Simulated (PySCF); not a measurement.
Two-component Hartree-Fock for Ca⁺ (calcium, charge +1)

Start: [Ar] 4s1; 4s1/2 filled at m_j = +1/2. Calculated with PySCF 2.14 in x2c-TZVPall-2c with one added diffuse shell each of s, p, d type (7s8p4d, 51 functions): generalised Hartree-Fock with the X2C-1e Hamiltonian and a Gaussian nucleus; one run each with spin-orbit coupling (SO) switched off, then screened by Boettger's factors.

```tsv
spinor shell	electrons	ε, spin-free (eV)	ε, screened SO (eV)	weight of nominal j (screened SO)	rms radius, screened SO (bohr)
1s1/2	2	-4091.4	-4091.4	1.000	0.0888
2s1/2	2	-468.25	-468.24	1.000	0.393
2p1/2	2	-377.75	-380.31	1.000	0.361
2p3/2	4	-377.75	-376.48	1.000	0.363
3s1/2	2	-68.110	-68.109	1.000	1.24
3p1/2	2	-43.033	-43.326	0.982	1.37
3p3/2	4	-43.033	-42.888	0.991	1.38
4s1/2	1	-11.380	-11.380	1.000	3.95
```

| quantity | spin-free | screened SO |
| --- | --- | --- |
| E (hartree) | -679.42952 | -679.43288 |
| M_J | 1/2 | 1/2 |
| ⟨J²⟩ | 0.750 | 0.750 |
| ⟨L²⟩ | 0.000 | 0.000 |
| ⟨S²⟩ | 0.750 | 0.750 |

Each row is a mean over spinors that exchange with the open shell spreads, by up to 0.314 eV (3s1/2).

Without spin-orbit coupling the j labels of p, d and f shells carry no meaning; the spin-free column gives the mean over the occupied spinors of each nl shell.
